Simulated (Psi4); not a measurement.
H₂OSi, triplet, geometry from GFN2-xTB (a higher spin typed on purpose: for a closed-shell molecule this is an excited state); HF/def2-SV(P) (Psi4 1.11).

Here is a job for Psi4.
```
memory 2 GB

molecule {
0 3
  Si    0.06957115   -0.44374148    0.00392664
  O    -0.17058125    1.08800809   -0.00962772
  H    -0.99443389   -1.43247912   -0.00059018
  H     1.38508776   -1.05920486    0.02263895
}

set basis def2-sv(p)
set reference uhf
set d_convergence 1e-4

energy('scf')
print_variables()
```

Q: Write the output that Psi4 gives for this input, abridged.

A: 
```
   => Loading Basis Set <=

    Name: DEF2-SV(P)
    Role: ORBITAL
    Keyword: BASIS

         ---------------------------------------------------------
                                   SCF
               by Justin Turney, Rob Parrish, Andy Simmonett
                          and Daniel G. A. Smith
                              UHF Reference
         ---------------------------------------------------------

  ==> Geometry <==

    Molecular point group: c1
    Full point group: C1

    Geometry (in Angstrom), charge = 0, multiplicity = 3:

       Center              X                  Y                   Z               Mass
    ------------   -----------------  -----------------  -----------------  -----------------
         SI           0.078015507749    -0.497601609473     0.004403246522    27.976926534650
         O           -0.162136892251     1.034147960527    -0.009151113478    15.994914619570
         H           -0.985989532251    -1.486339249473    -0.000113573478     1.007825032230
         H            1.393532117749    -1.113064989473     0.023115556522     1.007825032230

  Running in c1 symmetry.

  Rotational constants: A =      5.76586  B =      0.59960  C =      0.54312 [cm^-1]
  Rotational constants: A = 172856.05129  B =  17975.59052  C =  16282.36055 [MHz]
  Nuclear repulsion =   51.838197287186688

  Charge       = 0
  Multiplicity = 3
  Electrons    = 24
  Nalpha       = 13
  Nbeta        = 11

  ==> Algorithm <==

  SCF Algorithm Type is DF.
  DIIS enabled.
  MOM disabled.
  Fractional occupation disabled.
  Guess Type is SAD.
  Energy threshold   = 1.00e-06
  Density threshold  = 1.00e-04
  Integral threshold = 1.00e-12

  ==> Primary Basis <==

  Basis Set: DEF2-SV(P)
    Blend: DEF2-SV(P)
    Number of shells: 18
    Number of basis functions: 36
    Number of Cartesian functions: 38
    Spherical Harmonics?: true
    Max angular momentum: 2

   => Loading Basis Set <=

    Name: (DEF2-SV(P) AUX)
    Role: JKFIT
    Keyword: DF_BASIS_SCF

  ==> Integral Setup <==

  SCF_SUBTYPE=INCORE selected. In-core MEM_DF algorithm will be used.
  Using in-core AOs.

  ==> MemDFJK: Density-Fitted J/K Matrices <==

    J tasked:                   Yes
    K tasked:                   Yes
    wK tasked:                   No
    Algorithm:                 Core
    Schwarz Cutoff:           1E-12
    Mask sparsity (%):       0.1543
    Fitting Condition:        1E-10

   => Auxiliary Basis Set <=

  Basis Set: (DEF2-SV(P) AUX)
    Blend: DEF2-UNIVERSAL-JKFIT
    Number of shells: 75
    Number of basis functions: 241
    Number of Cartesian functions: 288
    Spherical Harmonics?: true
    Max angular momentum: 4

  Minimum eigenvalue in the overlap matrix is 2.8637864207E-02.
  Reciprocal condition number of the overlap matrix is 7.7758707586E-03.
    Using symmetric orthogonalization.

  ==> Pre-Iterations <==

  SCF Guess: Superposition of Atomic Densities via on-the-fly atomic UHF (no occupation information).

   -------------------------
    Irrep   Nso     Nmo
   -------------------------
     A         36      36
   -------------------------
    Total      36      36
   -------------------------

  ==> Iterations <==

                           Total Energy        Delta E     RMS |[F,P]|

   @DF-UHF iter SAD:  -363.92941779197974   -3.63929e+02   0.00000e+00
   @DF-UHF iter   1:  -364.42091792244508   -4.91500e-01   1.45313e-02 DIIS/ADIIS
   @DF-UHF iter   2:  -364.46638261934532   -4.54647e-02   1.72136e-02 DIIS/ADIIS
   @DF-UHF iter   3:  -364.62903990819308   -1.62657e-01   3.47157e-03 DIIS/ADIIS
   @DF-UHF iter   4:  -364.66126411925808   -3.22242e-02   2.08173e-03 DIIS/ADIIS
   @DF-UHF iter   5:  -364.67822631053781   -1.69622e-02   6.13236e-04 DIIS/ADIIS
   @DF-UHF iter   6:  -364.67887700927849   -6.50699e-04   6.44933e-04 DIIS/ADIIS
   @DF-UHF iter   7:  -364.67974816753826   -8.71158e-04   1.94725e-04 DIIS/ADIIS
   @DF-UHF iter   8:  -364.67981748324047   -6.93157e-05   3.59750e-05 DIIS
   @DF-UHF iter   9:  -364.67982005128704   -2.56805e-06   2.50591e-05 DIIS
   @DF-UHF iter  10:  -364.67982128616597   -1.23488e-06   6.19121e-06 DIIS
   @DF-UHF iter  11:  -364.67982136364390   -7.74779e-08   8.09809e-07 DIIS
  Energy and wave function converged.

  ==> Post-Iterations <==

   @Spin Contamination Metric:   1.915729607E-02
   @S^2 Expected:                2.000000000E+00
   @S^2 Observed:                2.019157296E+00
   @S   Expected:                1.000000000E+00
   @S   Observed:                1.000000000E+00

    Orbital Energies [Eh]
    ---------------------

    Alpha Occupied:

[...]
      13A     -0.256368

    Alpha Virtual:

[...]
    Beta Occupied:

[...]
    Beta Virtual:

[...]
      36A      3.559581

    Final Occupation by Irrep:
              A
    DOCC [    11 ]
    SOCC [     2 ]
    NA   [    13 ]
    NB   [    11 ]

  @DF-UHF Final Energy:  -364.67982136364390

   => Energetics <=

    Nuclear Repulsion Energy =             51.8381972871866878
    One-Electron Energy =                -607.9239711804689250
    Two-Electron Energy =                 191.4059525296383981
    Total Energy =                       -364.6798213636438959

  UHF NO Occupations:
  HONO-2 :   11  A 1.9932387
  HONO-1 :   12  A 1.0000000
  HONO-0 :   13  A 1.0000000
  LUNO+0 :   14  A 0.0067613
  LUNO+1 :   15  A 0.0012895
  LUNO+2 :   16  A 0.0011412
  LUNO+3 :   17  A 0.0002448

Computation Completed

Properties will be evaluated at   0.000000,   0.000000,   0.000000 [a0]

Properties computed using the SCF density matrix

 Multipole Moments:

 ------------------------------------------------------------------------------------
     Multipole            Electronic (a.u.)      Nuclear  (a.u.)        Total (a.u.)
 ------------------------------------------------------------------------------------

 L = 1.  Multiply by 2.5417464519 to convert [e a0] to [Debye]
 Dipole X            :         -0.3319616            0.3829805            0.0510189
 Dipole Y            :          2.1173308           -2.4427414           -0.3254106
 Dipole Z            :         -0.0187361            0.0216157            0.0028796
 Magnitude           :                                                    0.3293983

 ------------------------------------------------------------------------------------

  Variable Map:
  ----------------------------------------------------------------------------
[...]
  Array Variable Map:
  ----------------------------------------------------------------------------
[...]
[...]
```
